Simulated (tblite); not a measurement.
C3H9Si (doublet state).
Numbering: `[CH2:1][SiH:2]([CH3:3])[CH3:4]` (hydrogens: H5, H6 on C1; H7 on Si2; H8, H9, H10 on C3; H11, H12, H13 on C4)

The geometry is computed with GFN2-xTB (gas phase). This method treats the open shell by occupation alone, without spin polarisation.

List the bond lengths and angles at this level.

| bond | length (bohr) |
| --- | --- |
| C1–Si2 | 3.491 |
| Si2–C3 | 3.613 |
| Si2–C4 | 3.592 |
| C1–H5, C1–H6 | 2.033 |
| Si2–H7 | 2.792 |
| C3–H8 and 5 like bonds | 2.052 |

Bonds in one row agree within 0.02 bohr and their mean is given. A selection of angles:
| angle | degrees |
| --- | --- |
| Si2–C1–H5 | 123.2 |
| Si2–C1–H6 | 122.4 |
| H5–C1–H6 | 114.4 |
| C1–Si2–C3 | 110.2 |
| C1–Si2–H7 | 110.7 |
| C3–Si2–C4 | 109.3 |
| C3–Si2–H7 | 107.3 |
| C4–Si2–H7 | 109.5 |
| Si2–C3–H8 | 111.5 |
| H8–C3–H9 | 107.8 |

The 3 C–Si bonds span 1.848 Å (C1–Si2, drawn single) to 1.912 Å (Si2–C3, drawn single), a spread of 0.064 Å. Si2 (silicon bonded to 3 C and H) is tetrahedral (angles from 107.3° to 110.7°). C1 (carbon bonded to Si and 2 H) is planar (angles 123.2°, 122.4° and 114.4°, sum 360.0°, 0.00 Å off the plane of its three neighbours).

Its GFN2-xTB frequencies are all real (lowest 37 cm⁻¹). Torsions: H–C1–Si2–C3 119° and -61°.
